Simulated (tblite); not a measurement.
Compound: C₄H₃ClOS.
Z-matrix (Å and degrees, GFN2-xTB geometry), rows numbered from 1:
```
O 
C   1  1.3447
C   2  1.3581  1  126.36
C   3  1.4158  2  112.82  1   179.96
C   4  1.3550  3  113.02  2    -0.04
Cl  5  1.7106  4  127.49  3  -179.72
S   5  1.7412  4  112.02  3     0.06
H   1  0.9641  2  110.99  3   179.45
H   3  1.0730  2  123.12  1    -0.02
H   4  1.0740  3  123.72  2   179.90
```

Level: GFN2-xTB in tblite, geometry and Hessian alike; calculated harmonic values, unscaled, isolated species. Errors from tens to a few hundred cm⁻¹ against measured bands are possible. One conformer, not necessarily the lowest.

Harmonic wavenumbers (cm⁻¹): 129.6, 212.9, 270.6, 309.3, 359.3, 379.8, 451.4, 516.3, 596.1, 693.6, 712.8, 783.4, 821.7, 927.8, 1062.1, 1101.0, 1178.4, 1212.6, 1335.4, 1506.2, 1590.0, 3146.2, 3160.7, 3527.0.

A = 5118, B = 1172, C = 953.9 MHz; mass 133.959 u (most abundant isotopes); point group Cs, symmetry number 1.

Problem. What is the zero-point energy?

Solution. Half the sum of the wavenumbers: 12992 cm⁻¹ = 155.42 kJ/mol.

Problem. Give the ideal-gas entropy at 400 K and 1 bar in the rigid-rotor, harmonic-oscillator model (classical rotation).

Solution. Translation 176.04, rotation 122.57, vibration 81.93: S = 380.6 J/(mol K).

Problem. And Cp and H(400 K) − H(0)?

Solution. Cp = 133.15 J/(mol K), of which vibrations give 99.89 (their classical limit is 24 R = 199.5); H(400 K) − H(0) = 32.72 kJ/mol without the zero-point energy, 19.41 from vibrations.

Problem. What must be added to the electronic energy to get the Gibbs energy at 400 K and 1 bar?

Solution. ZPE + [H(400 K) − H(0)] − T·S = 155.42 + 32.72 − 152.22 = 35.92 kJ/mol.

Problem. Which modes carry the vibrational entropy at 400 K?

Solution. 129.6 cm⁻¹: 14.74; 212.9 cm⁻¹: 10.73; 270.6 cm⁻¹: 8.86; 309.3 cm⁻¹: 7.84; 359.3 cm⁻¹: 6.74; 379.8 cm⁻¹: 6.34 J/(mol K); the other 18 give 26.69 together.

Problem. Blend soft modes into free rotors: weight 1/[1 + (100 cm⁻¹/ν̃)⁴] for the oscillator and the rest for a rotor with moment μB/(μ + B), μ = h/(8π²ν), B = 10⁻⁴⁴ kg m². What vibrational entropy results?

Solution. 81.24 J/(mol K) in place of 81.93, which changes −T·S at 400 K by +0.28 kJ/mol.

Problem. How do the functions run with temperature in this model?

Solution. 
```csv
T (K),S (J/(mol K)),Cp (J/(mol K)),H − H(0) (kJ/mol),G − H(0) (kJ/mol),ln q(vib)
50,230.6,37.2,1.71,-9.82,0.03
100,260.5,51.5,3.90,-22.14,0.26
298.15,344.8,110.6,20.25,-82.54,2.55
373.15,371.5,127.8,29.21,-109.41,3.63
500,412.2,150.1,46.92,-159.17,5.48
750,478.7,177.1,88.17,-270.86,9.01
1000,532.0,192.7,134.56,-397.43,12.22
```

q(vib) and H(0) count from the zero-point level.

Hindered rotation and anharmonicity are outside this model. Other conformers, if any are populated, would add a mixing term that is left out.
